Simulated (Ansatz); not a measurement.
Job for Ansatz (a first-principles code): R-BHLYP/def2-TZVPPD on C2H10OSi (a complex). Files ending in .json are basis or fitting sets from the Basis Set Exchange.

Ansatz 0.2 input:
```yaml
crystal:
  periodic: [false, false, false]
  atoms:
    - {symbol: C, position_ang: [0.33690447, -0.27052916, -0.27642208]}
    - {symbol: O, position_ang: [0.52992809, 0.78422274, 0.65793276]}
    - {symbol: H, position_ang: [-0.21442391, -1.10856820, 0.16176226]}
    - {symbol: H, position_ang: [1.32677896, -0.62096859, -0.56477889]}
    - {symbol: H, position_ang: [-0.18588020, 0.07090175, -1.17587299]}
    - {symbol: H, position_ang: [-0.33089921, 1.10811658, 0.94282948]}
    - {symbol: C, position_ang: [1.31223371, 0.35261446, 3.99110318]}
    - {symbol: Si, position_ang: [-0.40749598, -0.29946120, 3.64883020]}
    - {symbol: H, position_ang: [1.78046671, 0.65884567, 3.05534824]}
    - {symbol: H, position_ang: [1.93201472, -0.41509169, 4.45821382]}
    - {symbol: H, position_ang: [1.27759705, 1.21262539, 4.66245499]}
    - {symbol: H, position_ang: [-1.26075707, 0.74295086, 3.01836124]}
    - {symbol: H, position_ang: [-1.08141625, -0.71255276, 4.90584942]}
    - {symbol: H, position_ang: [-0.37611731, -1.47276588, 2.74297008]}
basis:
  gaussian:
    orbitals: def2-TZVPPD.json
hamiltonian:
  xc: {name: BHLYP}
scf: {lower_state_search: off}
```

Output:

```
Functional definition: BHLYP
[...]
these checks for a lower state are left out or cut short: stability, starts, cluster_reference, orbital_swaps, neighbouring_geometries, increment
integrals: 0.30 GiB planned
1600 factors; their error is unknown
mean field: 1.65 GiB planned
mean field evaluation 1: about -12154.7141 eV, gradient 5.6e1 eV
mean field evaluation 2: about -12155.1268 eV, gradient 5.5e1 eV
mean field evaluation 4: about -12161.1087 eV, gradient 2.4e0 eV
mean field evaluation 8: about -12161.1195 eV, gradient 5.8e-2 eV
mean field evaluation 16: about -12161.1678 eV, gradient 2.7e-5 eV
mean field -12161.16782752 eV, -446.9146745259 hartree, gradient 1.2e-6 eV, S^2 0.000000; 0 other end points of the search recorded, 0 dependent functions left out
reference -12161.16804548 eV, -446.9146825357 hartree; 22, 22 occupied and 310, 310 virtual orbitals, 1600 factors
Total energy: -12161.16804548 eV, -446.9146825357 hartree
Checks for a lower state left out: stability, starts, cluster_reference, orbital_swaps, neighbouring_geometries, increment
```

The run converged.

Cost: roughly 6 core-seconds.
